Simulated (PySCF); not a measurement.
C4H10O, SMILES CC(C)(C)O.

The structure is a stationary point at PBE0-D3(BJ)/def2-SVP. One conformer was computed; it need not be the lowest.

Computed with PBE/def2-TZVP (PySCF).

The molecule is in vacuum.

Computed frontier levels, gap, dipole moment and polarisability:
- highest occupied level = -6.10 eV
- lowest empty level = -0.01 eV
- orbital gap = 6.09 eV
- dipole moment = 1.44 D
- quadrupole, principal values (traceless, Buckingham form, about the centre of nuclear charge) = -4.12, -0.63, 4.75 D·Å
- mean static polarisability = 57.2 bohr³ (8.48 Å³)
- polarisability, principal values = 54.7, 57.9, 59.2 bohr³
